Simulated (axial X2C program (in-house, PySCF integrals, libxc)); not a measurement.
## A run on OCoO⁺ without results

A two-component calculation with an axial X2C code built on PySCF integrals.

Input and command:
```json
{"zs": [8, 27, 8], "q": 1, "bas": ["dyall-av3z", "dyall-v3z", "dyall-av3z"], "r0": [1.6, 1.6], "symm": 1, "scan": ["PBE0", "HF", "PBE"], "levels": ["PBE0", "HF", "TPSSh"], "nst": 2}
```
```bash
python solin.py task.json out
```

Keys: zs atomic numbers; q charge; bas basis sets; r0 starting distance in Å; symm equal bonds; scan levels of the two-bond scan; levels methods; nst determinants followed.

Outcome:

The PBE0 geometry search stopped without converging.
